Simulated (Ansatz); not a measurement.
The same path of CH₈ClNSi₂ (13 atoms, charge 0, multiplicity 1) was run twice with different band settings. The coordinate that changes most is the dihedral H7–N1–C2–Si3.

These are results of RKS B3LYP/def2-SVP (Ansatz), not measurements.

Relaxed end points:

```xyz
13
Properties=species:S:1:pos:R:3
N -1.040 0.787 -1.045
C -0.537 0.069 0.143
Si 0.155 -1.670 -0.251
Si 0.604 1.235 1.096
Cl 2.185 1.779 -0.162
H -0.278 0.976 -1.699
H -1.735 0.237 -1.551
H -1.381 -0.073 0.849
H 0.571 -2.416 0.976
H 1.319 -1.549 -1.176
H -0.917 -2.445 -0.948
H 1.181 0.559 2.290
H -0.106 2.478 1.492
```

```xyz
13
Properties=species:S:1:pos:R:3
N -1.054 0.627 -1.102
C -0.493 -0.028 0.085
Si 0.469 -1.584 -0.458
Si 0.548 1.189 1.090
Cl 2.369 1.650 0.187
H -1.676 0.003 -1.617
H -1.602 1.452 -0.859
H -1.250 -0.388 0.826
H 0.943 -2.327 0.748
H 1.623 -1.249 -1.335
H -0.479 -2.456 -1.219
H 0.831 0.610 2.432
H -0.210 2.465 1.236
```

Common settings: movable images 7; climbing image yes; optimiser quadratic models (default); start path IDPP; force threshold 0.05 eV/Å; end points relaxed.

| run | spring | iteration limit |
| --- | --- | --- |
| 1 | 5.0 eV/Å² | 57 |
| 2 | 0.1 eV/Å² | 60 |

Problem. What does each run give, and how far can it be trusted?

Solution. Run 1: converged after 15 iterations, highest image 0.128 eV above the first end. A vibrational analysis at the climbing image gives one clearly imaginary mode, 260i cm⁻¹: a first-order saddle point.
Run 2: converged after 11 iterations, highest image 0.128 eV above the first end. Another band between the same ends (7 images) ends at a top of the same energy, where a vibrational analysis finds 1 clearly imaginary mode.
